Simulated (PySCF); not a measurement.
Work out the structure from these simulated measurements.

Formula: C5H14P2.

| Property | Result |
| --- | --- |
| XPS | P2p3/2 135.8, P2p3/2 136.3, C1s 290.1, C1s 290.3, C1s 290.3, C1s 290.5, C1s 290.5, P1s 2149.4, P1s 2149.9 eV [ΔSCF SCAN, pcX-2 on the ionised atom, pcseg-1 elsewhere, spin-free X2C, 2p3/2 from a spin–orbit splitting computed afterwards within the 2p shell] |
| UV, first state | lowest singlet excitation: 6.11 eV (203 nm, f = 0.053) [TDDFT CAM-B3LYP/def2-SVPD] |
| Triplet | lowest triplet excitation (Tamm–Dancoff): 5.24 eV [TDA CAM-B3LYP/def2-SVPD] |
| UV, strongest line | among the 10 lowest singlet transitions: S8 at 7.27 eV (171 nm, f = 0.128) [TDDFT CAM-B3LYP/def2-SVPD] |
| 1H NMR | chemical shifts (computed TMS as zero) by class: 2.89 (2 H), 1.69 (2 H), 1.49 (2 H), 1.20 (2 H), 1.08 (3 H), 0.91 (3 H) ppm [GIAO KT2/pcSseg-1] |
| Rotational structure | rotational constants A, B, C: 2.493, 0.883, 0.777 GHz [PBE0-D3(BJ)/def2-SVP] |
| 13C NMR | chemical shifts (computed TMS as zero) by class: 34.6 (1 C), 23.9 (1 C), 19.0 (1 C), 14.9 (1 C), 11.0 (1 C) ppm [GIAO KT2/pcSseg-1] |
| Valence photoelectron | vertical ionisation energy: 8.27 eV [ΔSCF CAM-B3LYP/def2-SVPD] |

Electronic properties: PySCF, gas phase, density fitting. Levels stand in brackets. NMR shifts are as computed; neighbouring signals can stand in another order in a measured spectrum. Geometry: PBE0-D3(BJ)/def2-SVP, one conformer, isolated molecule. NMR classes are plain means over equivalent atoms (diastereotopic ones count apart unless rotation or inversion swaps them), as if these changed places fast.

Question: Propose a structure and show how it fits.

Answer: Numbering: `[CH3:1][CH2:2][CH2:3][P:4]([CH3:5])[CH2:6][PH2:7]`. 5 carbons fall into 5 classes; from least to most shielded: sp3 carbon bound to phosphorus [C3] (34.6 ppm), chain CH2 carbon [C2] (23.9 ppm), methyl carbon [C1] (19.0 ppm), sp3 carbon bound to phosphorus [C6] (14.9 ppm), sp3 carbon bound to phosphorus [C5] (11.0 ppm). Hydrogen classes from least to most shielded: 2 H on a phosphine phosphorus, P7 (2.89 ppm), 2 H on an sp3 carbon bound to phosphorus, C6 (1.69 ppm, a mean of values up to 1.3 ppm apart in this geometry), 2 H on an sp3 carbon bound to phosphorus, C3 (1.49 ppm, a mean of values up to 1.2 ppm apart in this geometry), 2 H on a chain CH2 carbon, C2 (1.20 ppm), 3 H on a methyl carbon, C1 (1.08 ppm), 3 H on an sp3 carbon bound to phosphorus, C5 (0.91 ppm). The core levels belong to: P2p3/2 135.8 eV, phosphine phosphorus [P4]; P2p3/2 136.3 eV, phosphine phosphorus [P7]; C1s 290.1 eV, sp3 carbon bound to phosphorus [C3]; C1s 290.3 eV, sp3 carbon bound to phosphorus [C5]; C1s 290.3 eV, sp3 carbon bound to phosphorus [C6]; C1s 290.5 eV, methyl carbon [C1]; C1s 290.5 eV, chain CH2 carbon [C2]; P1s 2149.4 eV, phosphine phosphorus [P4]; P1s 2149.9 eV, phosphine phosphorus [P7]. The first electron is taken from the HOMO, whose largest Löwdin shares are 0.54 on a phosphine phosphorus, 0.10 on each of 2 atoms of one kind (sp3 carbon bound to phosphorus) and 0.09 on an sp3 carbon bound to phosphorus. The optimised geometry has point group C1 and is an asymmetric top. Structure: `P(CCC)(CP)C`. Computed isomers that give other values at the same levels: `CC(C)CPCP` (rotational constant A: 5.316 GHz; this holds for the one conformer computed); `CP(P)C(C)(C)C` (lowest singlet excitation: 5.49 eV (226 nm, f = 0.170)); `CPCCP(C)C` (rotational constant A: 2.928 GHz; this holds for the one conformer computed). The assignments are read from this structure; whether some other isomer fits the data as well wasn't checked.

Shape of the structure used: `[CH3:1][CH2:2][CH2:3][P:4]([CH3:5])[CH2:6][PH2:7]`: C1–C2–C3–P4 -176°, C2–C3–P4–C5 -71°, C3–P4–C6–P7 57°, H–P7–C6–P4 84°, H–P7–C6–P4 178°.
